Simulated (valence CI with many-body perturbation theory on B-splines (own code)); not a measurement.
**E1 transitions of Rh XXXIX**

Computed by relativistic CI+MBPT: five valence electrons over a frozen Dirac-Fock core [He], a basis of 9 s, 9 p, 8 d, 6 f, 3 g, 1 h functions for each j, with the one-electron correlation potential Σ1, the two-electron term Σ2, the three-electron term Σ3, Breit, model QED; selected CI, second order for the rest (own B-spline code, finite nucleus).

No measured spectrum was set against this ion. As an estimate, large intervals hold to a few tenths of a per cent, small ones and those within an open d or f shell to about a per cent. Among the levels kept, up to 1700 cm⁻¹ of a level comes from second order outside the variational space, and about a tenth of that is noise between levels of different J, which matters for small intervals.

Lines 151 to 200 of 288 in falling wavelength, among levels below 260.10 Ry, chosen from the strongest by gf and those to the six lowest levels. Wavelengths and rates use the calculated energies. Electric multipoles are in the length gauge, E1 and E2 with the static RPA response of the core. Weak lines are less certain than strong ones. Lines between different terms over intervals too small for the method are left out, as are lines whose strength nearly cancels. The highest levels of a list are the least certain.

Levels are named by their leading jj configuration (3d3/2^4 stands for four electrons in 3d with j = 3/2), which in mixed levels can hold well under half, so a name can repeat and another be missing. Letters in brackets count levels of one name in rising energy.

```tsv
λ vac (Å)	Upper	Lower	A (s⁻¹)	S (a.u.) with core polarisation	S without
4.066	(2s^2 2p1/2 2p3/2 3s) J=3/2 [a]	(2s^2 2p1/2 2p3/2^2) J=1/2	1.06e+11	1.41e-05	1.41e-05
4.058	(2s^2 2p1/2 2p3/2 3s) J=1/2	(2s^2 2p1/2 2p3/2^2) J=1/2	8.02e+12	5.29e-04	5.28e-04
4.052	(2s 2p1/2 2p3/2^2 3s) J=3/2	(2s 2p1/2 2p3/2^3) J=3/2 [a]	1.45e+13	1.90e-03	1.89e-03
4.044	(2s 2p1/2^2 2p3/2 3s) J=5/2	(2s 2p1/2^2 2p3/2^2) J=5/2	6.88e+12	1.35e-03	1.35e-03
4.043	(2s 2p1/2^2 2p3/2 3s) J=1/2	(2s 2p1/2^2 2p3/2^2) J=3/2	1.55e+13	1.01e-03	1.01e-03
4.042	(2s^2 2p1/2 2p3/2 3d3/2) J=3/2 [a]	(2s^2 2p3/2^3) J=3/2	1.01e+11	1.31e-05	1.32e-05
4.042	(2s^2 2p1/2 2p3/2 3s) J=3/2 [b]	(2s^2 2p1/2 2p3/2^2) J=1/2	8.24e+12	1.07e-03	1.07e-03
4.041	(2s 2p1/2^2 2p3/2 3s) J=1/2	(2s 2p1/2^2 2p3/2^2) J=1/2	9.31e+12	6.07e-04	6.05e-04
4.039	(2s^2 2p1/2 2p3/2 3d3/2) J=5/2	(2s^2 2p3/2^3) J=3/2	2.24e+10	4.38e-06	4.39e-06
4.039	(2s 2p1/2^2 2p3/2 3s) J=3/2 [b]	(2s 2p1/2^2 2p3/2^2) J=3/2	1.06e+13	1.37e-03	1.37e-03
4.038	(2s^2 2p1/2 2p3/2 3d3/2) J=1/2 [a]	(2s^2 2p3/2^3) J=3/2	2.39e+11	1.55e-05	1.56e-05
4.035	(2s^2 2p1/2 2p3/2 3s) J=3/2 [a]	(2s^2 2p1/2 2p3/2^2) J=5/2	2.09e+12	2.71e-04	2.70e-04
4.031	(2s^2 2p3/2^2 3s) J=5/2	(2s^2 2p3/2^3) J=3/2	3.08e+12	5.98e-04	5.97e-04
4.023	(2s^2 2p3/2^2 3s) J=3/2	(2s^2 2p3/2^3) J=3/2	2.19e+13	2.81e-03	2.80e-03
4.022	(2s 2p1/2^2 2p3/2 3s) J=3/2 [a]	(2s 2p1/2^2 2p3/2^2) J=5/2	1.71e+13	2.20e-03	2.19e-03
4.019	(2s^2 2p1/2 2p3/2 3d5/2) J=5/2 [a]	(2s^2 2p3/2^3) J=3/2	7.48e+11	1.44e-04	1.44e-04
4.017	(2s^2 2p1/2 2p3/2 3s) J=5/2	(2s^2 2p1/2 2p3/2^2) J=5/2	9.23e+12	1.77e-03	1.77e-03
4.017	(2s^2 2p1/2^2 3s) J=1/2	(2s^2 2p1/2^2 2p3/2) J=3/2	2.12e+13	1.36e-03	1.35e-03
4.016	(2s^2 2p1/2 2p3/2 3d5/2) J=3/2 [a]	(2s^2 2p3/2^3) J=3/2	3.38e+12	4.32e-04	4.31e-04
4.015	(2s^2 2p1/2^2 3d3/2) J=3/2	(2s^2 2p1/2 2p3/2^2) J=5/2	1.90e+11	2.43e-05	2.43e-05
4.012	(2s^2 2p1/2 2p3/2 3s) J=3/2 [a]	(2s^2 2p1/2 2p3/2^2) J=3/2	8.20e+12	1.05e-03	1.04e-03
4.011	(2s^2 2p1/2 2p3/2 3s) J=3/2 [b]	(2s^2 2p1/2 2p3/2^2) J=5/2	1.63e+13	2.08e-03	2.07e-03
4.007	(2s^2 2p1/2 2p3/2 3d5/2) J=5/2 [b]	(2s^2 2p3/2^3) J=3/2	3.59e+10	6.83e-06	6.84e-06
4.007	(2s^2 2p1/2 2p3/2 3d3/2) J=3/2 [b]	(2s^2 2p3/2^3) J=3/2	2.58e+11	3.27e-05	3.26e-05
4.005	(2s^2 2p1/2 2p3/2 3s) J=1/2	(2s^2 2p1/2 2p3/2^2) J=3/2	2.02e+13	1.28e-03	1.27e-03
4.003	(2s^2 2p1/2 2p3/2 3d3/2) J=1/2 [b]	(2s^2 2p3/2^3) J=3/2	6.36e+10	4.03e-06	4.02e-06
3.995	(2s^2 2p1/2 2p3/2 3s) J=5/2	(2s^2 2p1/2 2p3/2^2) J=3/2	5.72e+11	1.08e-04	1.08e-04
3.993	(2s^2 2p1/2^2 3d3/2) J=3/2	(2s^2 2p1/2 2p3/2^2) J=3/2	6.01e+11	7.56e-05	7.56e-05
3.993	(2s^2 2p1/2 2p3/2 3d5/2) J=5/2 [c]	(2s^2 2p3/2^3) J=3/2	2.84e+11	5.36e-05	5.35e-05
3.990	(2s^2 2p3/2^2 3s) J=1/2	(2s^2 2p3/2^3) J=3/2	4.27e+12	2.68e-04	2.67e-04
3.990	(2s^2 2p1/2^2 3d5/2) J=5/2	(2s^2 2p1/2 2p3/2^2) J=5/2	7.94e+11	1.49e-04	1.49e-04
3.989	(2s^2 2p1/2 2p3/2 3s) J=3/2 [b]	(2s^2 2p1/2 2p3/2^2) J=3/2	3.73e+12	4.68e-04	4.66e-04
3.987	(2s^2 2p1/2 2p3/2 3d5/2) J=3/2 [b]	(2s^2 2p3/2^3) J=3/2	4.93e+11	6.17e-05	6.17e-05
3.985	(2s 2p1/2^2 2p3/2 3p1/2) J=3/2 [a]	(2s^2 2p3/2^3) J=3/2	1.76e+11	2.20e-05	2.20e-05
3.982	(2s 2p1/2^2 2p3/2 3p1/2) J=5/2	(2s^2 2p3/2^3) J=3/2	2.85e+10	5.33e-06	5.33e-06
3.979	(2s^2 2p1/2 2p3/2 3d5/2) J=1/2	(2s^2 2p3/2^3) J=3/2	8.59e+12	5.34e-04	5.33e-04
3.970	(2s 2p1/2^2 2p3/2 3s) J=3/2 [b]	(2s 2p1/2^2 2p3/2^2) J=5/2	2.80e+12	3.46e-04	3.46e-04
3.968	(2s^2 2p1/2^2 3d5/2) J=5/2	(2s^2 2p1/2 2p3/2^2) J=3/2	3.10e+11	5.73e-05	5.73e-05
3.940	(2s^2 2p3/2^2 3p1/2) J=3/2	(2s 2p1/2^2 2p3/2^2) J=5/2	4.41e+10	5.32e-06	5.32e-06
3.924	(2s 2p1/2^2 2p3/2 3p3/2) J=3/2 [a]	(2s^2 2p3/2^3) J=3/2	2.79e+10	3.33e-06	3.32e-06
3.919	(2s 2p1/2^2 2p3/2 3p1/2) J=3/2 [b]	(2s^2 2p3/2^3) J=3/2	3.98e+10	4.73e-06	4.72e-06
3.873	(2s 2p1/2 2p3/2^2 3s) J=5/2	(2s 2p1/2^2 2p3/2^2) J=5/2	1.25e+13	2.15e-03	2.15e-03
3.868	(2s^2 2p1/2 2p3/2 3d3/2) J=3/2 [a]	(2s^2 2p1/2 2p3/2^2) J=1/2	5.71e+12	6.52e-04	6.53e-04
3.866	(2s^2 2p3/2^2 3p3/2) J=3/2 [a]	(2s 2p1/2^2 2p3/2^2) J=5/2	3.14e+11	3.58e-05	3.56e-05
3.865	(2s^2 2p1/2 2p3/2 3d3/2) J=1/2 [a]	(2s^2 2p1/2 2p3/2^2) J=1/2	7.41e+12	4.22e-04	4.22e-04
3.855	(2s 2p1/2^2 2p3/2 3p3/2) J=3/2 [b]	(2s^2 2p3/2^3) J=3/2	3.10e+11	3.51e-05	3.51e-05
3.855	(2s 2p1/2 2p3/2^2 3s) J=3/2	(2s 2p1/2^2 2p3/2^2) J=5/2	3.81e+12	4.31e-04	4.30e-04
3.853	(2s 2p1/2^2 2p3/2 3d3/2) J=5/2	(2s 2p1/2^2 2p3/2^2) J=5/2	1.21e+13	2.04e-03	2.05e-03
3.851	(2s 2p1/2^2 2p3/2 3p3/2) J=1/2 [b]	(2s^2 2p3/2^3) J=3/2	5.98e+11	3.37e-05	3.38e-05
3.851	(2s 2p1/2^2 2p3/2 3d3/2) J=3/2	(2s 2p1/2^2 2p3/2^2) J=5/2	2.05e+13	2.31e-03	2.31e-03
```
